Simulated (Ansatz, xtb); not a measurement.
# Two isomers of C6H3N

Structure I is `C#CC#CCC#N`, a singlet and structure II is `C=C=CC#CC#N`, a singlet. Both are isolated molecules in the gas phase, relaxed with B3LYP-D3(BJ)/def2-SVP.

I (Å):

```xyz
10

C    -1.3862   -1.0968    0.1542
C    -0.3604   -0.5096   -0.1362
C     0.7962    0.1516   -0.4641
C     1.8213    0.7400   -0.7535
C     3.0513    1.4500   -1.0989
C     3.9633    0.6617   -1.9420
N     4.6867    0.0487   -2.6053
H    -2.2907   -1.6163    0.4095
H     3.5933    1.7427   -0.1816
H     2.8133    2.3893   -1.6299
```

II (Å):

```yaml
atoms:
  - { symbol: C, position_ang: [-0.7042, 1.1460, -0.0626] }
  - { symbol: C, position_ang: [0.4199, 1.1975, -0.7196] }
  - { symbol: C, position_ang: [1.5601, 1.2545, -1.3896] }
  - { symbol: C, position_ang: [2.5956, 0.2927, -1.2538] }
  - { symbol: C, position_ang: [3.5027, -0.5182, -1.1580] }
  - { symbol: C, position_ang: [4.5179, -1.4352, -1.0439] }
  - { symbol: N, position_ang: [5.3809, -2.2132, -0.9481] }
  - { symbol: H, position_ang: [-0.8134, 1.6289, 0.9156] }
  - { symbol: H, position_ang: [-1.5743, 0.6146, -0.4658] }
  - { symbol: H, position_ang: [1.7312, 2.0825, -2.0918] }
```

Estimate E(II) − E(I) at the level CCSD(T)/def2-SVP + ΔMP2/def2-TZVPP.

Calculated at CCSD(T)/def2-SVP + ΔMP2/def2-TZVPP: E(II) − E(I) = −2.2 kcal/mol, so structure II lies lower.

How the difference moves with the method:

```json
{"level": "GFN2-xTB", "geometry": "GFN2-xTB", "E(II) − E(I) (kcal/mol)": "0.0", "departure from the last row (kcal/mol)": "+2.2", "job, with rough time for the two": "optimisation, 0.23 s"}
{"level": "HF/STO-3G", "geometry": "GFN2-xTB", "E(II) − E(I) (kcal/mol)": "+8.9", "departure from the last row (kcal/mol)": "+11.1", "job, with rough time for the two": "single point, 0.58 s"}
{"level": "r2SCAN-D4/def2-SVP", "geometry": "GFN2-xTB", "E(II) − E(I) (kcal/mol)": "−9.0", "departure from the last row (kcal/mol)": "−6.8", "job, with rough time for the two": "single point, 2.9 s"}
{"level": "B3LYP-D3(BJ)/def2-SVP", "geometry": "B3LYP-D3(BJ)/def2-SVP", "E(II) − E(I) (kcal/mol)": "−7.2", "departure from the last row (kcal/mol)": "−5.0", "job, with rough time for the two": "optimisation, 44 s"}
{"level": "HF/def2-SVP", "geometry": "B3LYP-D3(BJ)/def2-SVP", "E(II) − E(I) (kcal/mol)": "−0.4", "departure from the last row (kcal/mol)": "+1.8", "job, with rough time for the two": "part of the CCSD(T) run"}
{"level": "MP2/def2-SVP", "geometry": "B3LYP-D3(BJ)/def2-SVP", "E(II) − E(I) (kcal/mol)": "+0.5", "departure from the last row (kcal/mol)": "+2.8", "job, with rough time for the two": "part of the CCSD(T) run"}
{"level": "CCSD(T)/def2-SVP", "geometry": "B3LYP-D3(BJ)/def2-SVP", "E(II) − E(I) (kcal/mol)": "−2.5", "departure from the last row (kcal/mol)": "−0.2", "job, with rough time for the two": "single point"}
{"level": "CCSD(T)/def2-SVP + ΔMP2/def2-TZVPP", "geometry": "B3LYP-D3(BJ)/def2-SVP", "E(II) − E(I) (kcal/mol)": "−2.2", "departure from the last row (kcal/mol)": "", "job, with rough time for the two": "single point, 43 s"}
```

As drawn, II has 2 C=C in place of 1 C≡C, 1 C–C.

HF/STO-3G, MP2/def2-SVP put the two in the other order. GFN2-xTB, HF/def2-SVP find them nearly level. The largest departure from CCSD(T)/def2-SVP + ΔMP2/def2-TZVPP is that of HF/STO-3G, 11.1 kcal/mol. The last row adds to CCSD(T) the change of the MP2 difference between the two basis sets, here +0.2 kcal/mol.

With thermal terms from frequencies at re-optimised GFN2-xTB minima (ideal gas, soft modes damped towards free rotors, one conformer each, 298.15 K, 1 atm): the zero-point term adds −0.2 kcal/mol; ΔH is −2.5 and ΔG −2.4 kcal/mol.

The correlated steps freeze 7 core orbitals. Programs: Ansatz 0.2.0, xtb 6.7.1; the last row on 2 threads of Intel(R) Xeon(R) Processor @ 2.70GHz on a shared host.
